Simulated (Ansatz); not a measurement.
Cartesian coordinates in Å:
```
C 0.199 -0.189 0.920
N 0.275 -1.328 0.812
Zn -0.602 0.645 -2.758
H 0.129 0.872 1.026
```

Total charge 0; spin multiplicity 1. The bonds changed during the relaxation, so this is another structure than the one it started from.

**Question.** List the PBE0/def2-TZVPP orbital energies in eV (Ansatz 0.2.0). (Best estimate.)

**Answer.** Ansatz gave: Occupied: -9458.29, -1151.72, -1014.04, -1014.04, -1014.04, -392.06, -279.66, -132.44, -88.20, -88.20, -88.20, -25.98, -17.05, -13.46, -13.46, -13.46, -13.46, -13.46, -10.96, -10.46, -10.44, -6.62. Lowest empty: -0.75, -0.57, -0.45, 0.33, 0.51, 1.59, 3.06, 4.32.
